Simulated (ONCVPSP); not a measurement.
# Configuration tests for arsenic (ONCV)

| Property | Result |
| --- | --- |
| Element | As (Z = 33) |
| Generator | ONCVPSP 4.0.1 |
| Type | optimised norm-conserving Vanderbilt (ONCV) |
| Functional | PBE |
| Relativity | fully relativistic |
| Frozen core | [Ar] 3d10 |
| Valence charge | 5 |
| Reference configuration | 4s2 4p1.5 (charge +1.5) |
| Partial waves | 4s: rc 1.45 bohr, ncon 4, nbas 8, qcut 5.1 1/bohr, 2 projectors, debl 3.4 Ha; 4p: rc 1.30 bohr, ncon 4, nbas 8, qcut 5.8 1/bohr, 2 projectors, debl 1 Ha; d scattering state at 0.1 Ha: rc 1.50 bohr, ncon 3, nbas 7, qcut 7.2 1/bohr, 1 projector |
| Local potential | polynomial inside 1.10 bohr (lpopt 5, dvloc0 6 Ha) |
| Core correction | Teter function, fcfact 2.25, rcfact 1.25 |

Open shells are filled in proportion to 2j + 1.

Energies are relative to the spin-unpolarised reference configuration 4s2 4p1.5; without spin polarisation the order of configurations can differ from experiment.

```json
{"valence configuration": "4s2 4p3", "charge": "0", "ΔE all-electron (eV)": "-16.947", "error AE − PS (meV)": "-4.4"}
{"valence configuration": "4s2 4p2", "charge": "+1", "ΔE all-electron (eV)": "-7.794", "error AE − PS (meV)": "-1.1"}
{"valence configuration": "4s2 4p1", "charge": "+2", "ΔE all-electron (eV)": "10.128", "error AE − PS (meV)": "-1.1"}
```

Problem. What are ΔE and the potential's error for 4s0 4p5?

Solution. ΔE = 2.099 eV all-electron; the error (AE − PS) is +46 meV.

Levels in the configuration 4s2 4p3:

| level | all-electron (eV) | pseudo (eV) |
| --- | --- | --- |
| 4s j=1/2 | -14.491 | -14.474 |
| 4p j=3/2 | -5.106 | -5.105 |
| 4p j=1/2 | -5.379 | -5.377 |

Note: ghosts flagged at negative energy: p3/2 at -125.5 eV, p1/2 at -126.9 eV; GHOST(+) flagged for s at 130.1 eV. A true bound ghost makes a file unfit for plane-wave use.
